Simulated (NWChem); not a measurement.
Everything below was run with NWChem. System: HF₂Ga, charge 0, spin multiplicity 1, at a geometry optimised with PBE0/def2-SVP. The structure started from a generated list of species. Level: EOM-CCSD/def2-SVPD, 11 core orbitals frozen.

Output (cleaned and shortened):

```
             Northwest Computational Chemistry Package (NWChem) 7.3.0
             --------------------------------------------------------

                                NWChem Input Module
                                -------------------

 Scaling coordinates for geometry "geometry" by  1.889725989
 (inverse scale =  0.529177249)

 Turning off AUTOSYM since
 SYMMETRY directive was detected!

                             Geometry "geometry" -> ""
                             -------------------------

 Output coordinates in angstroms (scale by  1.889725989 to convert to a.u.)

  No.       Tag          Charge          X              Y              Z
 ---- ---------------- ---------- -------------- -------------- --------------
    1 Ga                  31.0000     0.00000000     0.00000000    -0.31773900
    2 H                    1.0000     0.00000000     0.00000000    -1.85934200
    3 F                    9.0000     1.44763200     0.00000000     0.65051400
    4 F                    9.0000    -1.44763200     0.00000000     0.65051400

 Effective nuclear repulsion energy (a.u.)     198.2795930314

            Nuclear Dipole moment (a.u.)
            ----------------------------
        X                 Y               Z
 ---------------- ---------------- ----------------
     0.0000000000     0.0000000000     0.0000018897

      Symmetry information
      --------------------

 Group name             C2v
 Group number             16
 Group order               4
 No. of unique centers     3

      Symmetry unique atoms

     1    2    3


 Summary of "ao basis" -> "" (spherical)
 ------------------------------------------------------------------------------
       Tag                 Description            Shells   Functions and Types
 ---------------- ------------------------------  ------  ---------------------
 *                         def2-svpd                  on all atoms

 Summary of "ao basis" -> "ao basis" (spherical)
 ------------------------------------------------------------------------------
       Tag                 Description            Shells   Functions and Types
 ---------------- ------------------------------  ------  ---------------------
 Ga                        def2-svpd                14       38   6s4p4d
 H                         def2-svpd                 4        8   2s2p
 F                         def2-svpd                 9       23   4s3p2d

                                 NWChem SCF Module
                                 -----------------

  ao basis        = "ao basis"
  functions       =    92
  atoms           =     4
  closed shells   =    25
  open shells     =     0
  charge          =   0.00
  wavefunction    = RHF
  use symmetry    = T
  symmetry adapt  = T

 Summary of "ao basis" -> "ao basis" (spherical)
 ------------------------------------------------------------------------------
       Tag                 Description            Shells   Functions and Types
 ---------------- ------------------------------  ------  ---------------------
 Ga                        def2-svpd                14       38   6s4p4d
 H                         def2-svpd                 4        8   2s2p
 F                         def2-svpd                 9       23   4s3p2d

      Symmetry analysis of basis
      --------------------------

        a1         38
        a2         11
        b1         26
        b2         17

 Forming initial guess at       0.1s

      Superposition of Atomic Density Guess
      -------------------------------------

 Sum of atomic energies:       -2122.06975640

      Non-variational initial energy
      ------------------------------

 Total energy =   -2122.136969
 1-e energy   =   -3358.363629
 2-e energy   =    1037.947067
 HOMO         =      -0.471223
 LUMO         =      -0.022378

      Symmetry analysis of molecular orbitals - initial
      -------------------------------------------------

  Numbering of irreducible representations:

     1 a1          2 a2          3 b1          4 b2

  Orbital symmetries:

     1 a1          2 a1          3 a1          4 b1          5 b2
     6 a1          7 b1          8 a1          9 a1         10 b1
    11 b2         12 a1         13 b1         14 a1         15 b1
[...]
   0.0000079228435   0.3394786270784    9.23769     3.6     3.6
 --------------------------------------------------------------
 Iterations converged

 Excited state root  1
 Excitation energy / hartree =        0.339478592897492
                   / eV      =        9.237686458804294

 EOM-CCSD transition moments / hartree
 --------------------------------------------
 X    0.1760682 Y    0.0000000 Z    0.0000000
 Oscillator Strength                0.0070159
 --------------------------------------------

 EOM-CCSD dipole moments / hartree & Debye
 ------------------------------------
   X         0.0000000      0.0000000
   Y         0.0000000      0.0000000
   Z         0.0224519      0.0570674
 Total       0.0224519      0.0570674
 ------------------------------------

 Singles contributions
    27a1  (alpha) ---    20b1  (alpha)        0.1011758102
    27a1  (alpha) ---    24b1  (alpha)       -0.5630171670
    28a1  (alpha) ---    24b1  (alpha)        0.5005450611
    33a1  (alpha) ---    24b1  (alpha)        0.1579618117
    35a1  (alpha) ---    24b1  (alpha)        0.1790529511
    29b1  (alpha) ---    21a1  (alpha)       -0.1547835935
    29b1  (alpha) ---    25a1  (alpha)        0.1856647010
    26b2  (alpha) ---    23a2  (alpha)        0.3161665337

 Doubles contributions

 =========================================
 Excited-state calculation ( b2  symmetry)
 =========================================
 Dim. of EOMCC iter. space      500

 EOMCCSD SOLVER TYPE  1
  maxdiff =   0.57077669548345300

 No. of initial right vectors    1

 EOM-CCSD right-hand side iterations
 --------------------------------------------------------------
      Residuum       Omega / hartree  Omega / eV    Cpu    Wall
 --------------------------------------------------------------

 Iteration   1 using    1 trial vectors
   0.5265322074356   0.3989110686190   10.85493     1.9     1.9

 Iteration   2 using    2 trial vectors
   0.1616296118244   0.3115739870408    8.47836     1.4     1.4

 Iteration   3 using    3 trial vectors
   0.0755129869682   0.2997506537664    8.15663     1.4     1.4

 Iteration   4 using    4 trial vectors
   0.0508685104477   0.2952578200308    8.03438     1.4     1.4

 Iteration   5 using    5 trial vectors
   0.0293072405664   0.2928801421138    7.96968     1.4     1.4

 Iteration   6 using    6 trial vectors
   0.0203592853918   0.2918546793774    7.94177     1.4     1.4

 Iteration   7 using    7 trial vectors
   0.0129800902020   0.2914982731857    7.93207     1.4     1.4

 Iteration   8 using    8 trial vectors
   0.0088698879527   0.2914268450035    7.93013     1.4     1.4

 Iteration   9 using    9 trial vectors
   0.0055447743672   0.2914069295801    7.92959     1.4     1.4

 Iteration  10 using   10 trial vectors
   0.0032484334870   0.2913994700345    7.92939     1.4     1.4

 Iteration  11 using   11 trial vectors
   0.0017146593684   0.2913808954808    7.92888     1.4     1.4

 Iteration  12 using   12 trial vectors
   0.0006923164122   0.2913672782214    7.92851     1.4     1.4

 Iteration  13 using   13 trial vectors
   0.0003181417535   0.2913673312062    7.92851     1.4     1.4

 Iteration  14 using   14 trial vectors
   0.0001653140212   0.2913680563725    7.92853     1.4     1.4

 Iteration  15 using   15 trial vectors
   0.0001110948732   0.2913678750048    7.92853     1.4     1.4

 Iteration  16 using   16 trial vectors
   0.0000961368223   0.2913678546257    7.92853     1.4     1.4

 Iteration  17 using   17 trial vectors
   0.0000658815422   0.2913680138003    7.92853     1.4     1.4

 Iteration  18 using   18 trial vectors
   0.0000360305852   0.2913678625747    7.92853     1.4     1.4

 Iteration  19 using   19 trial vectors
   0.0000171047359   0.2913677378221    7.92852     1.4     1.4

 Iteration  20 using   20 trial vectors
   0.0000075124722   0.2913677082174    7.92852     1.4     1.4
 --------------------------------------------------------------
 Iterations converged
 ------------------

 Excited state root  1
 Excitation energy / hartree =        0.291367708217379
                   / eV      =        7.928522119052334
 largest EOMCCSD amplitudes: R1 and R2

 Singles contributions
    26b2  (alpha) ---    19a1  (alpha)       -0.1073710115
    26b2  (alpha) ---    21a1  (alpha)       -0.1883278171
    26b2  (alpha) ---    25a1  (alpha)        0.8779381080

 Doubles contributions

 No. of initial left vectors    1

 EOM-CCSD left-hand side iterations
 --------------------------------------------------------------
      Residuum       Omega / hartree  Omega / eV    Cpu    Wall
 --------------------------------------------------------------

 Iteration   1 using    1 trial vectors
   0.5852077320377   0.3989110686190   10.85493     2.6     2.6

 Iteration   2 using    2 trial vectors
   0.1642894142787   0.3146797238723    8.56287     2.6     2.6

 Iteration   3 using    3 trial vectors
   0.0767355638313   0.2997544484165    8.15674     2.6     2.6

 Iteration   4 using    4 trial vectors
   0.0508328669695   0.2950450859137    8.02859     2.6     2.6

 Iteration   5 using    5 trial vectors
   0.0288820666168   0.2931503559021    7.97703     2.7     2.7

 Iteration   6 using    6 trial vectors
   0.0204685887171   0.2917997380645    7.94028     2.7     2.7

 Iteration   7 using    7 trial vectors
   0.0129265750805   0.2914113782335    7.92971     2.7     2.7

 Iteration   8 using    8 trial vectors
   0.0088600909543   0.2914161460887    7.92984     2.7     2.7

 Iteration   9 using    9 trial vectors
   0.0054454040809   0.2914044074993    7.92952     2.7     2.7

 Iteration  10 using   10 trial vectors
   0.0032591059147   0.2913883781423    7.92908     2.7     2.7

 Iteration  11 using   11 trial vectors
   0.0017148336813   0.2913762571530    7.92875     2.7     2.7

 Iteration  12 using   12 trial vectors
   0.0006804448220   0.2913669111202    7.92850     2.8     2.8

 Iteration  13 using   13 trial vectors
   0.0003128964529   0.2913661696795    7.92848     2.8     2.8

 Iteration  14 using   14 trial vectors
   0.0001567502928   0.2913671520406    7.92851     2.8     2.8

 Iteration  15 using   15 trial vectors
   0.0000965346567   0.2913674976765    7.92852     2.8     2.8

 Iteration  16 using   16 trial vectors
   0.0000810359620   0.2913676512745    7.92852     2.8     2.8

 Iteration  17 using   17 trial vectors
   0.0000587861688   0.2913679698450    7.92853     2.9     2.9

 Iteration  18 using   18 trial vectors
   0.0000347570187   0.2913678814551    7.92853     2.9     2.9

 Iteration  19 using   19 trial vectors
   0.0000175886745   0.2913678061599    7.92852     2.9     2.9

 Iteration  20 using   20 trial vectors
   0.0000080415780   0.2913678195814    7.92853     2.9     2.9
 --------------------------------------------------------------
 Iterations converged

 Excited state root  1
 Excitation energy / hartree =        0.291367708217379
                   / eV      =        7.928522119052334

 EOM-CCSD transition moments / hartree
 --------------------------------------------
 X    0.0000000 Y    0.6065097 Z    0.0000000
 Oscillator Strength                0.0714538
 --------------------------------------------

 EOM-CCSD dipole moments / hartree & Debye
 ------------------------------------
   X         0.0000000      0.0000000
   Y         0.0000000      0.0000000
   Z         1.0209958      2.5951320
 Total       1.0209958      2.5951320
 ------------------------------------

 Singles contributions
    26b2  (alpha) ---    19a1  (alpha)       -0.1073710115
    26b2  (alpha) ---    21a1  (alpha)       -0.1883278171
    26b2  (alpha) ---    25a1  (alpha)        0.8779381080

 Doubles contributions

 Task  times  cpu:      551.9s     wall:      551.9s

 Total times  cpu:      551.9s     wall:      551.9s
```

### Question
Write an NWChem input that would produce this output.

### Answer
Several could match; the one computed here: 
```
start mol
memory heap 100 mb stack 700 mb global 1900 mb
geometry units angstroms nocenter noautoz
  Ga     0.000000     0.000000    -0.317739
  H      0.000000     0.000000    -1.859342
  F      1.447632     0.000000     0.650514
  F     -1.447632     0.000000     0.650514
  symmetry group C2v
end
basis spherical
  * library def2-svpd
end
scf
  rhf
  nopen 0
  maxiter 100
  thresh 1e-7
  semidirect memsize 60000000 filesize 0
end
tce
  freeze core 11
  ccsd
  nroots 1
  2eorb
  2emet 13
  thresh 1e-5
  maxiter 200
  tilesize 24
  dipole
end
task tce energy
```
